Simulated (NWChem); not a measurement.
Everything below was run with NWChem. System: trans-dichloroethylene (C2H2Cl2), charge 0, spin multiplicity 1, at a geometry optimised with B3LYP/def2-SVP. Level: EOM-CCSD/def2-SVP, 12 core orbitals frozen.

The NWChem input:

```
start mol
memory heap 100 mb stack 700 mb global 1900 mb
geometry units angstroms nocenter noautoz
  Cl    -2.135063    -0.353957     0.000000
  C     -0.556591     0.367791     0.000000
  C      0.556591    -0.367791     0.000000
  Cl     2.135063     0.353957     0.000000
  H     -0.551022     1.459571     0.000000
  H      0.551022    -1.459571     0.000000
  symmetry group C2h
end
basis spherical
  * library def2-svp
end
scf
  rhf
  nopen 0
  maxiter 100
  thresh 1e-7
  semidirect memsize 60000000 filesize 0
end
tce
  freeze core 12
  ccsd
  nroots 1
  2eorb
  2emet 13
  thresh 1e-5
  maxiter 200
  tilesize 24
  dipole
end
task tce energy
```

Part of the output:

```
             Northwest Computational Chemistry Package (NWChem) 7.3.0
             --------------------------------------------------------

                                NWChem Input Module
                                -------------------

 Scaling coordinates for geometry "geometry" by  1.889725989
 (inverse scale =  0.529177249)

 Turning off AUTOSYM since
 SYMMETRY directive was detected!

                             Geometry "geometry" -> ""
                             -------------------------

 Output coordinates in angstroms (scale by  1.889725989 to convert to a.u.)

  No.       Tag          Charge          X              Y              Z
 ---- ---------------- ---------- -------------- -------------- --------------
    1 Cl                  17.0000    -2.13506300    -0.35395700     0.00000000
    2 C                    6.0000    -0.55659100     0.36779100     0.00000000
    3 C                    6.0000     0.55659100    -0.36779100     0.00000000
    4 Cl                  17.0000     2.13506300     0.35395700     0.00000000
    5 H                    1.0000    -0.55102200     1.45957100     0.00000000
    6 H                    1.0000     0.55102200    -1.45957100     0.00000000

 Effective nuclear repulsion energy (a.u.)     174.5362518093

            Nuclear Dipole moment (a.u.)
            ----------------------------
        X                 Y               Z
 ---------------- ---------------- ----------------
     0.0000000000     0.0000000000     0.0000000000

      Symmetry information
      --------------------

 Group name             C2h
 Group number             21
 Group order               4
 No. of unique centers     3

      Symmetry unique atoms

     1    2    5


 Summary of "ao basis" -> "" (spherical)
 ------------------------------------------------------------------------------
       Tag                 Description            Shells   Functions and Types
 ---------------- ------------------------------  ------  ---------------------
 *                          def2-svp                  on all atoms

 Summary of "ao basis" -> "ao basis" (spherical)
 ------------------------------------------------------------------------------
       Tag                 Description            Shells   Functions and Types
 ---------------- ------------------------------  ------  ---------------------
 Cl                         def2-svp                 8       18   4s3p1d
 C                          def2-svp                 6       14   3s2p1d
 H                          def2-svp                 3        5   2s1p

                                 NWChem SCF Module
                                 -----------------

  ao basis        = "ao basis"
  functions       =    74
  atoms           =     6
  closed shells   =    24
  open shells     =     0
  charge          =   0.00
  wavefunction    = RHF
  use symmetry    = T
  symmetry adapt  = T

 Summary of "ao basis" -> "ao basis" (spherical)
 ------------------------------------------------------------------------------
       Tag                 Description            Shells   Functions and Types
 ---------------- ------------------------------  ------  ---------------------
 Cl                         def2-svp                 8       18   4s3p1d
 C                          def2-svp                 6       14   3s2p1d
 H                          def2-svp                 3        5   2s1p

      Symmetry analysis of basis
      --------------------------

        ag         27
[...]
   Z         0.0000000      0.0000000
 Total       0.0000000      0.0000000
 ------------------------------------

 Singles contributions
    29ag  (alpha) ---    21bg  (alpha)       -0.1142024365
    26bu  (alpha) ---    24au  (alpha)        0.8057167164
    28bu  (alpha) ---    24au  (alpha)        0.4331051588

 Doubles contributions

 =========================================
 Excited-state calculation ( bu  symmetry)
 =========================================
 Dim. of EOMCC iter. space      500

 EOMCCSD SOLVER TYPE  1
  maxdiff =   0.49540018638772815

 No. of initial right vectors    1

 EOM-CCSD right-hand side iterations
 --------------------------------------------------------------
      Residuum       Omega / hartree  Omega / eV    Cpu    Wall
 --------------------------------------------------------------

 Iteration   1 using    1 trial vectors
   0.6041031413634   0.4015477195855   10.92667     0.9     0.9

 Iteration   2 using    2 trial vectors
   0.1327148950639   0.2812424121796    7.65300     0.7     0.7

 Iteration   3 using    3 trial vectors
   0.0683153345935   0.2735262742709    7.44303     0.6     0.6

 Iteration   4 using    4 trial vectors
   0.0374691123874   0.2708824597870    7.37109     0.6     0.6

 Iteration   5 using    5 trial vectors
   0.0241415399711   0.2693888430464    7.33045     0.6     0.6

 Iteration   6 using    6 trial vectors
   0.0140597216321   0.2688517553477    7.31583     0.6     0.6

 Iteration   7 using    7 trial vectors
   0.0058503918295   0.2687990721249    7.31440     0.6     0.6

 Iteration   8 using    8 trial vectors
   0.0025971512197   0.2687502746723    7.31307     0.6     0.6

 Iteration   9 using    9 trial vectors
   0.0016129766692   0.2687403472107    7.31280     0.6     0.6

 Iteration  10 using   10 trial vectors
   0.0010484799559   0.2687381962500    7.31274     0.7     0.7

 Iteration  11 using   11 trial vectors
   0.0007776023108   0.2687347953346    7.31265     0.7     0.7

 Iteration  12 using   12 trial vectors
   0.0006499127270   0.2687372969452    7.31272     0.7     0.7

 Iteration  13 using   13 trial vectors
   0.0004536279107   0.2687380798291    7.31274     0.7     0.7

 Iteration  14 using   14 trial vectors
   0.0002707025080   0.2687373551386    7.31272     0.7     0.7

 Iteration  15 using   15 trial vectors
   0.0001388412156   0.2687374176509    7.31272     0.7     0.7

 Iteration  16 using   16 trial vectors
   0.0000610332296   0.2687369636279    7.31271     0.7     0.7

 Iteration  17 using   17 trial vectors
   0.0000293832832   0.2687371557739    7.31271     0.7     0.7

 Iteration  18 using   18 trial vectors
   0.0000174163528   0.2687372002213    7.31271     0.7     0.7

 Iteration  19 using   19 trial vectors
   0.0000081099964   0.2687372016330    7.31271     0.7     0.7
 --------------------------------------------------------------
 Iterations converged
 ------------------

 Excited state root  1
 Excitation energy / hartree =        0.268737201632984
                   / eV      =        7.312714440440694
 largest EOMCCSD amplitudes: R1 and R2

 Singles contributions
    25bg  (alpha) ---    20au  (alpha)       -0.1735022952
    25bg  (alpha) ---    24au  (alpha)       -0.9087538481

 Doubles contributions

 No. of initial left vectors    1

 EOM-CCSD left-hand side iterations
 --------------------------------------------------------------
      Residuum       Omega / hartree  Omega / eV    Cpu    Wall
 --------------------------------------------------------------

 Iteration   1 using    1 trial vectors
   0.6576429822161   0.4015477195855   10.92667     1.4     1.4

 Iteration   2 using    2 trial vectors
   0.1364154018679   0.2829465717575    7.69937     1.5     1.5

 Iteration   3 using    3 trial vectors
   0.0713230431773   0.2735346506603    7.44326     1.5     1.5

 Iteration   4 using    4 trial vectors
   0.0382990307940   0.2703319612563    7.35611     1.5     1.5

 Iteration   5 using    5 trial vectors
   0.0242667801281   0.2690059265083    7.32003     1.5     1.5

 Iteration   6 using    6 trial vectors
   0.0136092910972   0.2687003357063    7.31171     1.4     1.4

 Iteration   7 using    7 trial vectors
   0.0057065478318   0.2687732267820    7.31369     1.4     1.4

 Iteration   8 using    8 trial vectors
   0.0025069936972   0.2687311210241    7.31255     1.4     1.4

 Iteration   9 using    9 trial vectors
   0.0015105481767   0.2687381989822    7.31274     1.5     1.5

 Iteration  10 using   10 trial vectors
   0.0010294099285   0.2687482421179    7.31301     1.5     1.5

 Iteration  11 using   11 trial vectors
   0.0007849379478   0.2687362765809    7.31269     1.5     1.5

 Iteration  12 using   12 trial vectors
   0.0006363794164   0.2687362705205    7.31269     1.5     1.5

 Iteration  13 using   13 trial vectors
   0.0004350401912   0.2687395626216    7.31278     1.5     1.5

 Iteration  14 using   14 trial vectors
   0.0002566058855   0.2687388615426    7.31276     1.5     1.5

 Iteration  15 using   15 trial vectors
   0.0001316449988   0.2687381686806    7.31274     1.5     1.5

 Iteration  16 using   16 trial vectors
   0.0000594360179   0.2687370535782    7.31271     1.6     1.6

 Iteration  17 using   17 trial vectors
   0.0000275359613   0.2687371972501    7.31271     1.5     1.5

 Iteration  18 using   18 trial vectors
   0.0000163163510   0.2687372350397    7.31272     1.5     1.5

 Iteration  19 using   19 trial vectors
   0.0000077023557   0.2687372201637    7.31271     1.7     1.7
 --------------------------------------------------------------
 Iterations converged

 Excited state root  1
 Excitation energy / hartree =        0.268737201632984
                   / eV      =        7.312714440440694

 EOM-CCSD transition moments / hartree
 --------------------------------------------
 X    1.4688333 Y    0.2394192 Z    0.0000000
 Oscillator Strength                0.3967981
 --------------------------------------------

 EOM-CCSD dipole moments / hartree & Debye
 ------------------------------------
   X        -0.0000000     -0.0000000
   Y         0.0000000      0.0000000
   Z         0.0000000      0.0000000
 Total       0.0000000      0.0000000
 ------------------------------------

 Singles contributions
    25bg  (alpha) ---    20au  (alpha)       -0.1735022952
    25bg  (alpha) ---    24au  (alpha)       -0.9087538481

 Doubles contributions

 Task  times  cpu:      171.3s     wall:      171.3s

 Total times  cpu:      171.4s     wall:      171.4s
```
